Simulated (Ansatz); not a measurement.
```yaml
crystal:
  periodic: [false, false, false]
  atoms:
    - {symbol: N, position_ang: [-0.525510, 1.293617, -0.072254]}
    - {symbol: Si, position_ang: [0.840924, 0.508411, -0.438616]}
    - {symbol: In, position_ang: [0.067512, -1.722871, 0.520791]}
    - {symbol: F, position_ang: [-1.695666, -1.406609, 1.381016]}
    - {symbol: H, position_ang: [-1.300836, 0.946157, 0.181819]}
    - {symbol: H, position_ang: [-0.721914, 2.340885, -0.529563]}
    - {symbol: H, position_ang: [1.173570, 0.370361, -1.771485]}
    - {symbol: H, position_ang: [1.989680, 0.968545, 0.307582]}
    - {symbol: H, position_ang: [0.122157, -3.375175, 0.914539]}
basis:
  gaussian: {orbitals: def2-mTZVP, fitting: {mean_field: def2-universal-jkfit}}
magnetization: {spin_polarized: true, initial_magnetization: 2}
hamiltonian: {xc: {name: PBE1PBE}}
scf: {lower_state_search: off}
output: {forces: true}
```

```sh
$ ansatz run in.yaml --threads 4 --pin off --events-out ev --progress --plain --max-ram 10444MiB
```

Shortened log:

```
Error: YAML parse error: error: line 16 column 19: hamiltonian.xc: no functional is named "PBE1PBE"; the names, which are not case-sensitive, are SVWN5, SPW92, PBE, PBE0, PBEsol, revPBE, revPBE0, RPBE, rPW86-PBE, HSE06, wPBEh, LC-wPBE, HISS, HF, BLYP, B3LYP, B3LYP5, BHLYP, CAM-B3LYP, r2SCAN, r2SCANh, r2SCAN0, r2SCAN50, m-r2SCAN, B97, wB97, wB97X, wB97X-V, B97M-V, wB97M-V, B2PLYP, B2GP-PLYP, PBE0-DH, PBE-QIDH
14 |   gaussian: {orbitals: def2-mTZVP, fitting: {mean_field: def2-universal-jkfit}}
15 | magnetization: {spin_polarized: true, initial_magnetization: 2}
16 | hamiltonian: {xc: {name: PBE1PBE}}
17 | scf: {lower_state_search: off}
18 | output: {forces: true}
```

Q: What is wrong with this run?

A: The method's name isn't one that the program takes here. The program refused the input.

HSE06 is defined as in plane-wave codes.
